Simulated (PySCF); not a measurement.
# Worked example: dipole moment from atomic charges

Si(F)(SiH3) (FH3Si2), SMILES F[Si][SiH3] (connectivity only; charge and spin as stated), neutral, multiplicity 1. Atoms are numbered in the order given.

```xyz
6

Si     0.6800    -0.8749     0.0000
F     -0.8025    -1.5434     0.0000
Si    -0.1028     1.4500     0.0000
H     -0.9387     1.7066     1.2045
H     -0.9387     1.7066    -1.2045
H      1.0195     2.4251     0.0000
```

Geometry: B3LYP-D3(BJ)/def2-TZVP.

Charges (e) from B3LYP/def2-TZVPD (PySCF):

| atom | ESP fit | IAO |
|---|---|---|
| Si1 | 0.069 | 0.592 |
| F2 | -0.160 | -0.518 |
| Si3 | 0.563 | 0.256 |
| H4 | -0.147 | -0.105 |
| H5 | -0.147 | -0.105 |
| H6 | -0.178 | -0.120 |

The dipole moment of the full density is 0.91 D.

### Question
What dipole moment does each set of point charges give, and which comes closer to that of the density?

### Answer

μ = Σ q r, and 1 e Å = 4.8032 D.
ESP fit: Σ q r = (0.212, 0.070, 0.000) e Å, |μ| = 1.07 D.
IAO: Σ q r = (0.867, 0.003, 0.000) e Å, |μ| = 4.16 D.
ESP fit comes closer in size. Point charges leave out the atoms' own dipoles (lone pairs, polarised bonds); fits to the potential absorb them, partitions of the density don't.
